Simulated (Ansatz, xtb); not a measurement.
C7H10O: which of two isomers lies lower

We compare X, `CC(=O)[C@@H](C)C1C=C1`, a singlet, with Y, `C/C(O)=C(/C)C1C=C1`, a singlet. Both are isolated molecules in the gas phase, relaxed with PBE-D3(BJ)/def2-SVP, each in the lowest conformer that the search found.

X (Å):

```xyz
18

C     0.5796    2.0302    0.1999
C    -0.3587    0.8869    0.5424
C     0.0244   -0.4950   -0.0026
C    -0.5185   -1.6182    0.8818
C    -0.5392   -0.5989   -1.4343
C     0.2030   -0.0936   -2.6500
C     0.1662   -1.3954   -2.5047
O    -1.3810    1.0604    1.1886
H     0.8825    1.9961   -0.8664
H     1.5115    1.9259    0.7961
H     0.1049    2.9995    0.4382
H     1.1321   -0.5515   -0.0803
H    -0.3024   -2.6104    0.4383
H    -1.6147   -1.5095    0.9977
H    -0.0762   -1.5846    1.8975
H    -1.6508   -0.5643   -1.4341
H     0.5141    0.7821   -3.2300
H     0.4268   -2.3970   -2.8626
```

Y (Å):

```xyz
18

C     0.4543   -2.2678    0.2686
C    -0.6880   -1.5175   -0.3539
C    -0.6163   -0.3876   -1.1107
C    -1.8694    0.2415   -1.6618
C     0.6802    0.2835   -1.4435
C     0.8656    1.0408   -2.7498
C     0.7563    1.7845   -1.6784
O    -1.9276   -2.0805   -0.1125
H     0.5022   -3.3089   -0.1227
H     0.3218   -2.3393    1.3720
H     1.4339   -1.7949    0.0824
H    -1.8011   -2.8377    0.4853
H    -1.9645    1.3005   -1.3360
H    -2.7720   -0.3068   -1.3399
H    -1.8531    0.2674   -2.7736
H     1.5757   -0.2071   -1.0126
H     0.9723    0.9597   -3.8375
H     0.7055    2.7782   -1.2190
```

Estimate E(Y) − E(X) at the level CCSD(T)/def2-SVP + ΔMP2/def2-TZVPP.

Calculated at CCSD(T)/def2-SVP + ΔMP2/def2-TZVPP: E(Y) − E(X) = +11.3 kcal/mol, so structure X lies lower.

Level by level:

```csv
level,geometry,E(Y) − E(X) (kcal/mol),departure from the last row (kcal/mol),"job, with rough time for the two"
PBE-D3(BJ)/def2-SVP,PBE-D3(BJ)/def2-SVP,+10.9,−0.4,"optimisation, 3 min"
HF/def2-SVP,PBE-D3(BJ)/def2-SVP,+16.7,+5.4,part of the CCSD(T) run
MP2/def2-SVP,PBE-D3(BJ)/def2-SVP,+14.7,+3.3,part of the CCSD(T) run
CCSD(T)/def2-SVP,PBE-D3(BJ)/def2-SVP,+14.8,+3.5,single point
CCSD(T)/def2-SVP + ΔMP2/def2-TZVPP,PBE-D3(BJ)/def2-SVP,+11.3,,"single point, 9.8 min"
```

As drawn, Y has 1 C–O, 1 C=C, 1 O–H in place of 1 C–C, 1 C=O, 1 C–H.

None of the levels shown reverses the order. The largest departure from CCSD(T)/def2-SVP + ΔMP2/def2-TZVPP is that of HF/def2-SVP, 5.4 kcal/mol. Levels run at GFN2-xTB geometries aren't shown. The last row adds to CCSD(T) the change of the MP2 difference between the two basis sets, here −3.5 kcal/mol, a large step that makes the value less sure.

With thermal terms from frequencies at re-optimised GFN2-xTB minima (ideal gas, soft modes damped towards free rotors, one conformer each, 298.15 K, 1 atm): on the last row, ΔE + ΔZPE = +10.7, ΔH = +10.9, ΔG = +10.5 kcal/mol.

The correlated steps freeze 8 core orbitals. Mirror images aren't counted in ΔG. Run with Ansatz 0.2.0, xtb 6.7.1; the last row on 2 threads of AMD EPYC (Zen 3) on a shared host.
